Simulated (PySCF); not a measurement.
## Fine-structure interval along the 9-electron series

Calculated with PySCF 2.14 and a two-component X2C-1e Hamiltonian (Gaussian nucleus, no Breit or QED terms), each ion in its own even-tempered basis scaled to its charge; GMP2 freezes nothing and drops the highest virtual spinors. Values in cm⁻¹.

```tsv
ion	configuration	GHF (screened spin-orbit)	GMP2 (screened spin-orbit)	GHF (bare spin-orbit)
Eu⁵⁴⁺	[He] 2s2 2p5	5454200	5455400	5647300
Tb⁵⁶⁺	[He] 2s2 2p5	6277300	6278600	6493700
```

Fill in the row of Gd⁵⁵⁺.

configuration: [He] 2s2 2p5; GHF (screened spin-orbit): 5854100; GMP2 (screened spin-orbit): 5855300; GHF (bare spin-orbit): 6058600.
